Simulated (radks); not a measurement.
All-electron atom: Yb4+ in [Kr] 4d10 4f12 5p6 5f2 (not the ground configuration). Method: Dirac Kohn-Sham, revPBE, spin-unpolarised, spherical densities, finite nucleus; open shells fill j = l - 1/2 first; Fermi nuclear charge, rms radius 5.3108 fm; computed with a radial shooting solver on a logarithmic mesh with Libxc functionals.

Spin-orbit splittings of the eigenvalues, e(l+1/2) - e(l-1/2), with zeta = 2 splitting/(2l+1) and mean radii in bohr:

| shell | occ. | splitting (eV) | zeta (eV) | <r> j=l-1/2 | <r> j=l+1/2 |
|---|---|---|---|---|---|
| 2p | 6 | 1047 | 698.0 | 0.06872 | 0.07622 |
| 3p | 6 | 222.2 | 148.1 | 0.2061 | 0.2201 |
| 3d | 10 | 48.55 | 19.42 | 0.1935 | 0.1978 |
| 4p | 6 | 50.50 | 33.67 | 0.4946 | 0.5264 |
| 4d | 10 | 9.259 | 3.704 | 0.5498 | 0.5608 |
| 4f | 12 | 1.512 | 0.4320 | 0.6733 | 0.6821 |
| 5p | 6 | ? | ? | 1.234 | 1.312 |
| 5d | 0 | 1.005 | 0.4021 | 1.651 | 1.680 |
| 5f | 2 | 0.07354 | 0.02101 | 3.047 | 3.063 |
| 6p | 0 | 1.689 | 1.126 | 2.800 | 2.936 |
| 6f | 0 | 0.03562 | 0.01018 | 5.799 | 5.818 |

Estimate the 5p splitting.

Answer. 8.069 eV (zeta = 5.379 eV).
